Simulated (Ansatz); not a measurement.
Ideal-gas functions of ClFGaHO, SMILES `[OH][Ga]([F])[Cl]` at 500 K and 1 bar, from an Ansatz frequency run at PBE0-D4/def2-TZVP.

Molar mass 141.18 g/mol, point group Cs (symmetry number 1), electronic degeneracy 1, moments of inertia 83.111, 174.315, 257.425 u Å². Harmonic wavenumbers (cm⁻¹, unscaled): 143, 182, 184, 354, 433, 699, 748, 871, 3893.

Use S(trans) = R[1.5 ln M + 2.5 ln T − 1.1517]; rotational temperatures θ = 24.2544 K / I; S(rot) = R[ln(√π/σ · √(T³/θAθBθC)) + 1.5]; for each mode x = 1.438777 ν̃/T, S = R[x/(eˣ − 1) − ln(1 − e⁻ˣ)] and H = RT x/(eˣ − 1); 1 cm⁻¹ = 0.0119627 kJ/mol; R = 8.31446 J/(mol·K).

Question: By hand: the entropy, in J/(mol·K).

Answer: Translation 181.3. Rotation: θ = 0.2918, 0.1391, 0.0942 K, giving 117.9. Vibration, mode by mode: 15.76, 13.79, 13.70, 8.51, 7.00, 3.78, 3.38, 2.56, 0.00, in all 68.5. Electronic 0.0. Sum 367.7 J/(mol·K).

Question: By hand: H − E and G − E in kJ/mol, counted from the electronic energy.

Answer: Zero-point energy ½ × 7507 × 0.0119627 = 44.9; thermal vibration 17.6; translation, rotation and pV give 4 RT = 16.6. H − E = 79.1 kJ/mol, and G − E = 79.1 − 500 × 367.7/1000 = -104.8 kJ/mol.

Vibration gives 19 % of the entropy, 15.8 J/(mol·K) of it from the mode under 150 cm⁻¹: soft modes count most, and the harmonic formula is weakest for them. The sum counts one conformer and one mirror image; others add a mixing term.
